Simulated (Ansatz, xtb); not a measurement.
## Relative energy of two isomers of C3H2F2O3

We compare X, `O=C1O[C@@H](F)[C@H](F)O1`, a singlet, with Y, `O=C1O[C@@H](F)[C@@H](F)O1`, a singlet. Both are isolated molecules in the gas phase, relaxed with PBE-D3(BJ)/def2-SVP; the shapes shown needn't be the lowest conformers.

X (Å):

```xyz
10

C    -0.8208    0.0002    0.2529
C     1.2229   -0.5220    1.1097
C     1.0802   -1.1218   -0.3047
F     1.1499   -1.5147    2.0487
F     1.8518   -0.4203   -1.1906
O    -1.9164    0.4568    0.1697
O     0.1134    0.3255    1.2168
O    -0.2768   -0.9413   -0.5989
H     2.1557    0.0604    1.2517
H     1.3359   -2.1995   -0.3566
```

Y (Å):

| atom | x (Å) | y (Å) | z (Å) |
| --- | --- | --- | --- |
| C | -0.1718 | 0.6803 | -0.0860 |
| C | 0.2178 | -1.4386 | 0.6999 |
| C | 1.5749 | -0.6839 | 0.5034 |
| F | 0.1482 | -2.5059 | -0.1373 |
| F | 2.3203 | -1.2982 | -0.4514 |
| O | -0.7603 | 1.6327 | -0.4923 |
| O | -0.7545 | -0.4870 | 0.3527 |
| O | 1.1931 | 0.5960 | 0.0704 |
| H | 0.0368 | -1.7877 | 1.7387 |
| H | 2.1838 | -0.5933 | 1.4279 |

Energies in hartree; the thermal terms are from GFN2-xTB frequencies at re-optimised GFN2-xTB minima (ideal gas, soft modes damped towards free rotors, one conformer each, 298.15 K, 1 atm) and include the zero-point energy:

|  | X | Y |
| --- | --- | --- |
| E, CCSD(T)/def2-SVP | −539.166629 | −539.159514 |
| E, MP2/def2-SVP | −539.104649 | −539.097337 |
| E, MP2/def2-TZVPP | −540.124572 | −540.117729 |
| zero-point energy | 0.055848 | 0.055844 |
| H(298 K) − E | 0.063120 | 0.063179 |
| G(298 K) − E | 0.025344 | 0.024501 |

Question: Correct the CCSD(T) difference for the basis set by the MP2 change, then work out ΔE, ΔE₀, ΔH and ΔG for X → Y in kJ/mol (1 Eh = 2625.50 kJ/mol) and the equilibrium ratio [Y]/[X].

Answer: 1. Differences Y − X: CCSD(T) +0.007115, MP2 in the small set +0.007312, MP2 in the large set +0.006843 Eh.
2. ΔE = +0.007115 + (+0.006843 − (+0.007312)) = +0.006646 Eh = +17.45 kJ/mol.
3. ΔE₀ = ΔE + ΔZPE = +0.006646 + (−0.000004) Eh = +17.44 kJ/mol.
4. ΔH = ΔE + (+0.000059) Eh = +17.60 kJ/mol.
5. ΔG = ΔE + (−0.000843) Eh = +15.24 kJ/mol, so ΔS = (ΔH − ΔG)/T = +7.9 J/(mol K).
6. kT = 0.9442 mEh, so K = [Y]/[X] = exp(−ΔG/kT) = exp(−6.15) ≈ 0.0021.

Structure X is favoured at this temperature. An error of 4 kJ/mol in ΔG would change K by a factor of 5. Mirror images and further conformers aren't counted.

As drawn, both hold the same kinds of bond in the same numbers.

Other levels gave ΔE = +18.8 (GFN2-xTB); +5.3 (HF/STO-3G, GFN2-xTB geometries); +13.8 (r2SCAN-D4/def2-SVP, GFN2-xTB geometries); +15.1 (PBE-D3(BJ)/def2-SVP); +17.1 (HF/def2-SVP); +19.2 (MP2/def2-SVP); +18.7 (CCSD(T)/def2-SVP) kJ/mol. The correlated steps freeze 8 core orbitals. Programs: Ansatz 0.2.0, xtb 6.7.1.
